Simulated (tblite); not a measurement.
Compound: C8H16NP.
SMILES with atom numbers: `[CH3:1][N:2]=[P@:3]12[CH2:4][CH2:5][C@H:6]([CH2:7][CH2:8]1)[CH2:9][CH2:10]2` (hydrogens: H11, H12, H13 on C1; H14, H15 on C4; H16, H17 on C5; H18 on C6; H19, H20 on C7; H21, H22 on C8; H23, H24 on C9; H25, H26 on C10)

Computed with GFN2-xTB (tblite), gas phase: L-BFGS steps from a force-field or distance-geometry start until the largest atomic force falls under 0.01 eV/Å.

Step 9: E = -836.3921 eV
```
atom  x, y, z in Å  |  force x, y, z in eV/Å
C1      3.2313    0.6294   -0.3941    0.050  -0.017  -0.006
N2      2.3558   -0.5206   -0.6331    0.058  -0.045  -0.018
P3      0.8651   -0.3231   -0.2066    0.060   0.035  -0.007
C4      0.5395    0.3395    1.4742   -0.093   0.054   0.095
C5     -0.9599    0.3843    1.7699   -0.087   0.006   0.034
C6     -1.8114   -0.0217    0.5630   -0.018  -0.025   0.047
C7     -1.5856   -1.4921    0.1870   -0.030   0.012   0.000
C8     -0.1398   -1.8361   -0.2245   -0.019   0.010   0.007
C9     -1.5994    0.9087   -0.6358   -0.106  -0.018   0.073
C10    -0.1830    0.8166   -1.2054   -0.117   0.064  -0.015
H11     3.3827    0.8004    0.6768    0.114  -0.004  -0.020
H12     2.8561    1.5658   -0.8224    0.033  -0.045  -0.060
H13     4.1970    0.4169   -0.8507    0.011  -0.070  -0.004
H14     1.0893   -0.2918    2.1783   -0.029  -0.013   0.022
H15     0.9925    1.3338    1.5178   -0.019   0.045   0.012
H16    -1.2546    1.3901    2.0771    0.017   0.003   0.031
H17    -1.1982   -0.2928    2.5934    0.009   0.026   0.021
H18    -2.8626    0.0778    0.8692    0.036  -0.042  -0.042
H19    -2.2748   -1.7321   -0.6253    0.042  -0.056  -0.045
H20    -1.8814   -2.0998    1.0457    0.043  -0.055  -0.026
H21     0.3191   -2.5529    0.4587    0.026   0.013   0.027
H22    -0.0910   -2.2712   -1.2239    0.019   0.024  -0.033
H23    -2.3332    0.6422   -1.3990    0.013   0.037  -0.058
H24    -1.8188    1.9292   -0.3160    0.023   0.036  -0.027
H25    -0.1661    0.4310   -2.2285   -0.031  -0.019  -0.018
H26     0.3104    1.7911   -1.2313   -0.006   0.044   0.010
```

Step 10: E = -836.3960 eV
```
atom  x, y, z in Å  |  force x, y, z in eV/Å
C1      3.2338    0.6244   -0.3947    0.069   0.020  -0.007
N2      2.3515   -0.5192   -0.6285    0.051  -0.077  -0.002
P3      0.8607   -0.3198   -0.2029    0.133   0.028  -0.043
C4      0.5349    0.3419    1.4782   -0.033   0.038   0.043
C5     -0.9634    0.3852    1.7701   -0.052   0.008   0.059
C6     -1.8102   -0.0228    0.5632   -0.044  -0.024   0.024
C7     -1.5845   -1.4918    0.1857    0.001  -0.020  -0.006
C8     -0.1392   -1.8352   -0.2249    0.022   0.011   0.001
C9     -1.6004    0.9083   -0.6328   -0.112   0.020   0.021
C10    -0.1858    0.8181   -1.2048   -0.097   0.064  -0.021
H11     3.3932    0.8034    0.6738    0.092  -0.031  -0.006
H12     2.8614    1.5596   -0.8251    0.024  -0.006  -0.077
H13     4.1974    0.4081   -0.8536    0.015  -0.087  -0.014
H14     1.0870   -0.2916    2.1789   -0.039   0.001   0.029
H15     0.9905    1.3354    1.5181   -0.030   0.041   0.029
H16    -1.2575    1.3895    2.0780   -0.009   0.042   0.032
H17    -1.2018   -0.2911    2.5918   -0.005  -0.014   0.073
H18    -2.8604    0.0735    0.8674   -0.025  -0.031  -0.022
H19    -2.2708   -1.7314   -0.6294    0.028  -0.058  -0.020
H20    -1.8769   -2.0991    1.0453    0.014  -0.070  -0.031
H21     0.3242   -2.5510    0.4566    0.009   0.016   0.039
H22    -0.0857   -2.2706   -1.2242    0.006   0.037  -0.032
H23    -2.3347    0.6459   -1.3951   -0.014  -0.002  -0.095
H24    -1.8227    1.9281   -0.3164    0.034   0.071   0.014
H25    -0.1692    0.4319   -2.2281   -0.030  -0.021  -0.003
H26     0.3073    1.7929   -1.2323   -0.007   0.043   0.014
```

Problem. Estimate the geometry and energy of step 11. (The exact step hangs on the optimiser's Hessian estimate; all steps are aligned on step 10, rigid shifts and turns removed.)

Solution. E = -836.4000 eV, largest force 0.157 eV/Å
```
atom  x, y, z in Å  |  force x, y, z in eV/Å
C1      3.2377    0.6194   -0.3956    0.076   0.035  -0.015
N2      2.3487   -0.5191   -0.6234    0.043  -0.074   0.024
P3      0.8578   -0.3157   -0.1997    0.144   0.019  -0.060
C4      0.5296    0.3450    1.4831    0.035   0.011  -0.028
C5     -0.9680    0.3862    1.7714   -0.007   0.009   0.067
C6     -1.8097   -0.0243    0.5639   -0.064  -0.013  -0.006
C7     -1.5831   -1.4919    0.1841    0.039  -0.048  -0.013
C8     -0.1378   -1.8341   -0.2254    0.066   0.020  -0.006
C9     -1.6035    0.9084   -0.6294   -0.080   0.056  -0.045
C10    -0.1905    0.8210   -1.2045   -0.037   0.041  -0.012
H11     3.4063    0.8061    0.6705    0.065  -0.053  -0.002
H12     2.8678    1.5531   -0.8295    0.023   0.019  -0.082
H13     4.1980    0.3966   -0.8572    0.030  -0.092  -0.027
H14     1.0839   -0.2913    2.1802   -0.050   0.020   0.034
H15     0.9880    1.3379    1.5191   -0.044   0.032   0.051
H16    -1.2612    1.3898    2.0795   -0.038   0.069   0.033
H17    -1.2059   -0.2897    2.5915   -0.019  -0.043   0.115
H18    -2.8587    0.0684    0.8653   -0.098  -0.024   0.006
H19    -2.2660   -1.7316   -0.6340    0.015  -0.055   0.007
H20    -1.8719   -2.0995    1.0442   -0.014  -0.082  -0.036
H21     0.3299   -2.5488    0.4551   -0.011   0.024   0.040
H22    -0.0797   -2.2692   -1.2252   -0.006   0.051  -0.019
H23    -2.3370    0.6495   -1.3926   -0.041  -0.032  -0.109
H24    -1.8264    1.9284   -0.3163    0.032   0.088   0.050
H25    -0.1730    0.4324   -2.2277   -0.034  -0.012   0.019
H26     0.3038    1.7957   -1.2332   -0.023   0.034   0.013
```

The energy changes by -0.0041 eV. The first-order estimate −F·Δx gives -0.0053 eV and the mean of the old and new forces, exact on a quadratic surface, -0.0041 eV. The step makes an angle of 64° with the force vector and moves no atom by more than 0.014 Å.

The cost below is that of the whole relaxation. Time: 1.1 s. Hardware: an Arm Neoverse V2 with one thread, no GPU (shared host).
